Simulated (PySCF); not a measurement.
Job file and geometry (Å, from GFN2-xTB) of an NMR shielding run on `CC[C@@H](C)P1(=S)C=C1`, C6H11PS, GIAO PBE0/pcSseg-1 NMR shielding, non-relativistic, gas phase (PySCF); density fitting, a coarse starting grid and PySCF grid level 2 are the driver's defaults:

```
{"job": {"kind": "nmr", "xc": "PBE0", "basis": "pcSseg-1"}, "charge": 0, "multiplicity": 1}
C     -1.875245    -1.131443     0.064057
C     -1.440341     0.288048     0.394023
C     -0.165989     0.663377    -0.350839
C      0.321464     2.066305    -0.011457
P      1.173036    -0.522543     0.162925
S      1.530998    -0.771627     2.052781
C      1.593399    -1.684583    -1.159488
C      2.420448    -0.634835    -1.145340
H     -2.067942    -1.242789    -1.001708
H     -1.086487    -1.831587     0.350138
H     -2.777440    -1.396358     0.609599
H     -2.231426     0.996548     0.136878
H     -1.252543     0.367836     1.468714
H     -0.297906     0.548607    -1.431639
H      0.530795     2.138444     1.055653
H      1.236570     2.296480    -0.556352
H     -0.434357     2.806896    -0.267629
H      1.485762    -2.634867    -1.643946
H      3.327399    -0.312659    -1.617630
```

Problem. What does the program print?

Solution. 
```
coarse grid: 16584 points
cycle   1  E = -974.0127584714  dE =  1.086e+00  |g| = 4.888e-01  |ddm| = 4.057e+00
cycle   2  E = -973.9729622034  dE =  3.980e-02  |g| = 6.177e-01  |ddm| = 1.680e+00
cycle   3  E = -974.0773374226  dE = -1.044e-01  |g| = 1.334e-01  |ddm| = 1.216e+00
cycle   4  E = -974.0822983107  dE = -4.961e-03  |g| = 3.105e-02  |ddm| = 2.744e-01
cycle   5  E = -974.0825694222  dE = -2.711e-04  |g| = 8.217e-03  |ddm| = 5.605e-02
cycle   6  E = -974.0825876622  dE = -1.824e-05  |g| = 2.912e-03  |ddm| = 1.421e-02
cycle   7  E = -974.0825894460  dE = -1.784e-06  |g| = 1.005e-03  |ddm| = 3.460e-03
final grid: 150016 points
cycle   8  E = -974.1344632367  dE = -4.198e-05  |g| = 1.042e-02  |ddm| = 3.790e-02
cycle   9  E = -974.1344389949  dE =  2.424e-05  |g| = 1.379e-02  |ddm| = 2.732e-02
cycle  10  E = -974.1344912930  dE = -5.230e-05  |g| = 1.888e-03  |ddm| = 1.939e-02
cycle  11  E = -974.1344923392  dE = -1.046e-06  |g| = 2.422e-04  |ddm| = 3.137e-03
cycle  12  E = -974.1344923488  dE = -9.605e-09  |g| = 1.394e-04  |ddm| = 4.220e-04
cycle  13  E = -974.1344923536  dE = -4.810e-09  |g| = 4.405e-05  |ddm| = 1.909e-04
cycle  14  E = -974.1344923541  dE = -4.322e-10  |g| = 1.515e-05  |ddm| = 6.164e-05
converged SCF energy = -974.1344923541

GIAO shielding tensors (ppm)
atom      isotropic    diamagn.    paramagn.     s11        s22        s33       span
  0 C      169.148     248.644     -79.496    160.016    163.322    184.107     24.092
  1 C      157.970     248.347     -90.377    145.546    153.896    174.467     28.921
  2 C      128.191     253.502    -125.310    103.790    124.320    156.464     52.674
  3 C      168.933     246.653     -77.721    153.212    164.560    189.027     35.815
  4 P      407.764     962.561    -554.798    182.019    211.600    829.671    647.652
  5 S      782.074    1057.123    -275.049    652.202    738.440    955.579    303.378
  6 C       16.322     262.386    -246.064   -116.234     -3.728    168.928    285.162
  7 C       19.769     265.004    -245.235   -115.939     -5.326    180.574    296.513
  8 H       30.821      30.812       0.009     27.083     28.093     37.287     10.205
  9 H       29.904      30.816      -0.912     24.348     31.709     33.655      9.307
 10 H       30.360      28.438       1.922     25.548     27.115     38.416     12.867
 11 H       30.274      31.141      -0.867     24.652     29.470     36.700     12.048
 12 H       29.661      31.511      -1.850     26.748     29.186     33.050      6.302
 13 H       30.433      33.886      -3.454     27.776     28.747     34.774      6.998
 14 H       29.877      29.683       0.194     25.643     29.919     34.068      8.425
 15 H       30.262      29.837       0.424     24.778     28.623     37.385     12.607
 16 H       30.521      29.367       1.154     25.507     28.228     37.827     12.320
 17 H       22.238      32.717     -10.479     18.713     23.460     24.540      5.828
 18 H       22.210      33.004     -10.794     18.753     23.183     24.693      5.940
```

Problem. Turn these shieldings into chemical shifts. Chemical shifts δ = σref − σ; 13C (186.93 ppm), 1H (31.72 ppm) vs TMS; 31P (318.38 ppm) against H3PO4; 33S (503.73 ppm) vs CS2, all at this level.

Solution. Averaging equivalent atoms: C 6: 170.6; C 7: 167.2; C 2: 58.7; C 1: 29.0; C 3: 18.0; C 0: 17.8; P 4: -89.4; S 5: -278; H 18: 9.51; H 17: 9.48; H 12: 2.06; H 14/15/16: 1.50; H 11: 1.44; H 8/9/10: 1.36; H 13: 1.28 ppm. Experimental scales use liquid or dissolved standards, which lie at an offset from isolated H3PO4.

Size and cost of the density-fitted run: 205 basis functions, roughly 100 core-seconds.
